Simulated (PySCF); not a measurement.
# Cu²⁺ (copper, charge +2) across methods

[Ar] 3d8 4s1, high-spin 4F determinant (an excited configuration). Calculation: PySCF 2.14, in aug-cc-pwCVTZ-DK (10s9p7d4f3g, 127 functions); the spin-free X2C one-electron Hamiltonian (Gaussian nucleus).

```
   method  E (hartree)  mean ε 3d α (eV)  mean ε 3d β (eV)  mean ε 4s α (eV)  Σ⟨r²⟩ (bohr²)   ⟨S²⟩
     BP86    -1653.721           -37.671           -35.671           -25.581          18.56  3.750
     PW91    -1653.615           -37.679           -35.614           -25.510          18.60  3.750
      LDA    -1650.538           -37.897           -35.614           -25.712          18.58  3.750
     PBE0    -1653.234           -40.761           -38.481           -26.271          18.55  3.750
      UHF  -1652.06694           -49.456           -46.519           -28.365          18.57  3.752
   r2SCAN    -1653.452           -38.116           -36.063           -25.727          18.51  3.751
BHandHLYP    -1653.454           -43.858           -41.516           -27.140          18.52  3.751
      PBE    -1653.213           -37.570           -35.469           -25.394          18.62  3.750
```
